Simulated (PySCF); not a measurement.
Species: cis-Sn(NH3)2Cl4.
SMILES: `[NH3]->[Sn](<-[NH3])([Cl])([Cl])([Cl])[Cl]`

Method: PBE0-D3(BJ)/def2-SVP geometry optimisation, gas phase, def2 core potentials past Kr (PySCF 2.14.0).

Take the most abundant isotopes and a rigid rotor. 

Problem. Give the principal moments of inertia and the rotational constants in MHz.

Solution. Ia = 609.21, Ib = 666.84, Ic = 730.61 u·Å²; 505379 MHz·u·Å²/I gives A = 829.6, B = 757.9, C = 691.7 MHz.

Problem. Classify the top.

Solution. An asymmetric top. Ray's parameter κ = (2B − A − C)/(A − C) = -0.040; −1 is the prolate and +1 the oblate limit.

Problem. What does the inertial defect say?

Solution. Not planar: Δ = Ic − Ia − Ib = -545.45 u·Å². For a rigid frame Δ = −2 Σ m c², so Σ m c² = 272.72 u·Å² lies off the ab plane: 23.88 from hydrogen and 248.84 from heavier atoms. The atom farthest from that plane is 2.36 Å away.

Problem. List the rotational levels J(Ka,Kc) to J = 2 (K).

Solution. Above 0(0,0), as E/k:
J = 1: 1(0,1) 0.070, 1(1,1) 0.073, 1(1,0) 0.076
J = 2: 2(0,2) 0.207, 2(1,2) 0.209, 2(1,1) 0.218, 2(2,1) 0.229, 2(2,0) 0.230
Those of J = 1 are B + C, A + C and A + B.

Problem. Which types of transition are allowed, and where do some lines up to J = 5 fall?

Solution. The dipole components are |μa| = 0.05 D, |μb| = 0.01 D, |μc| = 8.60 D. The squared components, which scale the intensities, stand as 0.00 : 0.00 : 1.00 (a : b : c). Some lines, for components of 0.1 D or more:

```csv
type,branch,"J(Ka,Kc)",MHz,lower level (cm⁻¹)
c,Q,"4(3,2) ← 4(2,2)",321,0.506
c,R,"1(1,0) ← 0(0,0)",1587,0.000
c,R,"2(1,1) ← 1(0,1)",3103,0.048
c,R,"3(1,2) ← 2(0,2)",4657,0.144
c,R,"3(2,1) ← 2(1,1)",4685,0.152
c,R,"3(3,1) ← 2(2,1)",4888,0.159
c,R,"4(2,2) ← 3(1,2)",6198,0.299
c,R,"4(1,3) ← 3(0,3)",6244,0.286
c,R,"4(3,2) ← 3(2,2)",6378,0.304
c,R,"5(2,4) ← 4(1,4)",7861,0.474
c,R,"5(3,3) ← 4(2,3)",7893,0.497
c,R,"5(4,2) ← 4(3,2)",8013,0.517
c,R,"5(5,1) ← 4(4,1)",8197,0.540
```

Stationary, but not proved a minimum. No vibrational averaging or centrifugal distortion is included, and the geometry carries the error of its method. A rigid rotor knows nothing of internal rotation, which can split or shift real lines. Quadrupole hyperfine structure (14N, 35Cl) is left out.

On one thread, Arm Neoverse V1 (aarch64), no GPU, on a shared host, this took 3.2 min and 0.67 GiB of memory at its peak. That covers the optimisation of the geometry.
